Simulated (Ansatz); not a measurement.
`[CH3][Zr]([NH2])([F])[F]` + H₂O → `[NH2][Zr]([OH])([F])[F]` + CH₄ at 298.15 K and 1 bar (formal hydrolysis of a Zr–C bond).

Program: Ansatz. Geometries: PBE0-D4/def2-TZVP. ΔE: electronic, gas phase. CCSD(T)/CBS is the MP2 limit (def2-TZVPP, def2-QZVPP) plus CCSD(T) − MP2 in def2-TZVPP, frozen cores. This one scheme is used for every species. def2 core potentials past Kr. For Zr outer-core shells are correlated without core-valence functions, which leaves a few kJ/mol of doubt a bond. Each species was taken in one conformer, which may not be the lowest.

| species | CCSD(T)/CBS energy (Eh) | H − E (kJ/mol) | S (J/(mol·K)) |
| --- | --- | --- | --- |
| `[CH3][Zr]([NH2])([F])[F]` | -342.54494 | 190.6 | 385.1 |
| H₂O | -76.37941 | 66.4 | 188.7 |
| `[NH2][Zr]([OH])([F])[F]` | -378.52886 | 131.9 | 374.9 |
| CH₄ | -40.46206 | 127.4 | 186.2 |

H − E and S are ideal-gas, rigid-rotor, harmonic terms from PBE0-D4/def2-TZVP, for one conformer and one mirror image of each species. 1 Eh = 2625.50 kJ/mol, R = 8.31446 J/(mol·K).

By hand: ΔE, ΔH, ΔS and ΔG.

ΔE = (-378.52886) + (-40.46206) − (-342.54494) − (-76.37941) = -0.06657 Eh = -174.8 kJ/mol. Δ(H − E) = 131.9 + 127.4 − 190.6 − 66.4 = 2.3, so ΔH = -172.5 kJ/mol. ΔS = 374.9 + 186.2 − 385.1 − 188.7 = -12.7 J/(mol·K). ΔG = -172.5 − 298.15 × (-12.7)/1000 = -168.7 kJ/mol.

By hand: the equilibrium constant, and the temperature at which ΔG would vanish if ΔH and ΔS stayed fixed.

log₁₀ K = −ΔG/(RT ln 10) = 29.6. ΔG = 0 at ΔH/ΔS = 13583 K, far beyond where these terms or the molecules hold.

The number of gas molecules stays the same, so ΔS is small and ΔH decides. A doubt of 5 kJ/mol in ΔE shifts log₁₀ K by 0.9 here. Other conformers and mirror images would add mixing entropy, several J/(mol·K) or more a flexible species. These are equilibria of isolated gas molecules and say nothing of rates. Largest T1 diagnostic: 0.017 (customary marks: 0.02 for closed shells, 0.045 for open ones).
